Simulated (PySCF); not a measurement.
# FGeN + HF → HGeN + F₂

Level: PBE0 in the def2-TZVP basis family, all electrons, no relativity, computed in PySCF with density fitting; open shells unrestricted.

| species | state and structure | E (Eh) | ZPE (kJ/mol) | H(298 K) − H(0) (kJ/mol) | S° (J/(mol K)) |
| --- | --- | --- | --- | --- | --- |
| FGeN | singlet, C∞v, Ge–F 1.710 Å, Ge–N 1.638 Å; F–Ge–N 180.0° | -2231.13593 | 11.8 | 12.7 | 262.0 |
| HF | singlet, C∞v, H–F 0.920 Å | -100.39188 | 24.9 | 8.7 | 173.6 |
| HGeN | singlet, C∞v, Ge–H 1.520 Å, Ge–N 1.628 Å; H–Ge–N 180.0° | -2131.91564 | 23.6 | 10.6 | 233.4 |
| F₂ | singlet, D∞h, F–F 1.376 Å | -199.40856 | 6.6 | 8.7 | 201.9 |

**Question.** What is the electronic reaction energy?

**Answer.** At PBE0/def2-TZVP, ΔE = 534.6 kJ/mol from the differences of the total energies times 2625.5, uphill. 

**Question.** Add zero-point, thermal and entropy terms for 298.15 K and 1 bar.

**Answer.** ΔZPE = -6.5 and Δ[H(298) − H(0)] = -2.1 kJ/mol give ΔH° = 526.0 kJ/mol. ΔS° = -0.3 J/(mol K), so ΔG° = 526.0 − 298.15 × (-0.0003) = 526 kJ/mol.

Only the bonding shown was studied: isomers, or loss of a ligand pair, can lie lower.
